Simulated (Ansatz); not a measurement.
Relaxation of C₂H₅AlCl₂ (10 atoms, charge 0, multiplicity 1), to a largest force component of 0.015 eV/Å in at most 40 steps.

Theory: RKS r2SCAN-D4/def2-SVP (Ansatz 0.2.0).

```xyz
10
Properties=species:S:1:pos:R:3:forces:R:3
C -1.051 0.389 -0.569 -1.87 3.00 -0.79
C 0.204 -0.352 -0.595 1.00 -0.35 1.90
Cl 1.360 0.461 -1.663 0.82 0.21 -0.65
Al 1.054 -0.491 1.241 -0.11 0.36 -0.05
Cl 1.508 1.320 2.352 -0.18 -0.84 -0.53
H -1.512 0.511 -1.611 0.43 -0.24 0.99
H -1.819 -0.075 0.069 -0.04 -0.11 0.11
H -0.895 1.481 -0.206 -0.27 -1.53 -0.35
H 0.026 -1.357 -0.939 0.11 -0.90 -0.59
H 1.207 -1.938 1.924 0.12 0.39 -0.04
```

Task: Where does it end, and by what steps?

Result: The forces met the threshold. After 10 steps the energy has fallen by 0.599 eV; H10 moved furthest, 0.87 Å. Joined: Cl3–Al4 (3.07 → 2.41 Å).

| step | energy less start (eV) | largest force component (eV/Å) | accepted |
| --- | --- | --- | --- |
| 0 | 0.0000 | 2.995 | yes |
| 1 | -0.2656 | 1.143 | yes |
| 2 | -0.3563 | 0.701 | yes |
| 3 | -0.4193 | 0.829 | yes |
| 4 | -0.5180 | 0.720 | yes |
| 5 | -0.5797 | 0.429 | yes |
| 6 | -0.5859 | 0.305 | yes |
| 7 | -0.5912 | 0.165 | yes |
| 8 | -0.5981 | 0.095 | yes |
| 9 | -0.5985 | 0.027 | yes |
| 10 | -0.5987 | 0.006 | yes |

```xyz
10
Properties=species:S:1:pos:R:3
C -1.141 0.528 -0.624
C -0.101 -0.519 -0.356
Cl 1.609 0.037 -1.175
Al 1.180 -0.490 1.134
Cl 1.140 1.266 2.317
H -1.345 0.679 -1.697
H -2.075 0.168 -0.156
H -0.891 1.493 -0.160
H -0.291 -1.465 -0.884
H 1.998 -1.748 1.604
```

Time of the run: 34 s on 2 threads of Intel(R) Xeon(R) Platinum 8488C (Sapphire Rapids) (shared host), peak memory 0.19 GiB.
